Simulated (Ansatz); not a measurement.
A nudged elastic band was laid between two geometries of CH$_{4}$BFN$_{2}$ (9 atoms, charge 0, multiplicity 1).

Computed with RKS PBE-D4/def2-SVP in Ansatz 0.2.0.

```json
{
  "movable images": "9",
  "climbing image": "yes",
  "spring": "5.0 eV/Å²",
  "optimiser": "quadratic models (default)",
  "start path": "through a guess of the saddle point",
  "force threshold": "0.2 eV/Å",
  "iteration limit": "60",
  "end points": "relaxed"
}
```

First end point:

```xyz
9
Properties=species:S:1:pos:R:3
N -1.432 0.102 1.071
C -0.365 -0.222 0.311
N 0.337 0.660 -0.327
B 1.436 0.188 -1.101
F 2.201 1.066 -1.766
H -1.698 1.086 1.146
H -1.973 -0.605 1.565
H -0.157 -1.323 0.293
H 1.740 -0.999 -1.208
```

Last end point:

```xyz
9
Properties=species:S:1:pos:R:3
N -1.634 -0.089 1.248
C -0.627 -0.420 0.528
N 0.118 0.542 -0.148
B 1.246 0.298 -0.971
F 1.856 1.339 -1.555
H -0.231 1.497 0.002
H -2.056 -0.931 1.666
H -0.245 -1.452 0.362
H 1.661 -0.830 -1.150
```

Which bonds break or form, and what moves?

Bonds broken: N1–H6. Bonds formed: N3–H6.

Give the energies along the band, and the barrier.

It converged. The highest image is number 6 of 0 to 10, 32.6 kcal/mol above the first end and 38.5 kcal/mol above the last; the last end lies 5.8 kcal/mol below the first. The threshold of 0.2 eV/Å is loose, so the images may lie well off the minimum-energy path. Another band between the same ends (9 images) ends at a top of the same energy, where a vibrational analysis finds 1 clearly imaginary mode. The orbitals stay closed-shell, which can raise the energy where a bond breaks towards radicals; this wasn't checked here.

```tsv
image	path coordinate (Å)	energy (kcal/mol)	N1–H6 (Å)	N3–H6 (Å)
0	0.00	0.0	1.02	2.55
1	0.27	0.5	1.02	2.48
2	0.54	2.0	1.02	2.38
3	0.81	5.2	1.03	2.20
4	1.08	12.1	1.05	1.95
5	1.35	24.1	1.13	1.67
6	1.62	32.6	1.33	1.41
7	1.94	19.4	1.63	1.15
8	2.26	2.7	1.96	1.05
9	2.58	-4.6	2.27	1.03
10	2.90	-5.8	2.46	1.03
```

What is the geometry of the highest image?


```xyz
9
Properties=species:S:1:pos:R:3
N -1.450 0.100 1.092
C -0.498 -0.518 0.431
N 0.212 0.425 -0.207
B 1.348 0.275 -1.035
F 1.903 1.363 -1.594
H -0.815 1.100 0.489
H -2.147 -0.367 1.680
H -0.308 -1.609 0.409
H 1.844 -0.816 -1.283
```

Time of the run: 90 s on 2 threads of Intel(R) Xeon(R) Platinum 8375C CPU @ 2.90GHz (Ice Lake), on a shared host, peak memory 0.19 GiB.
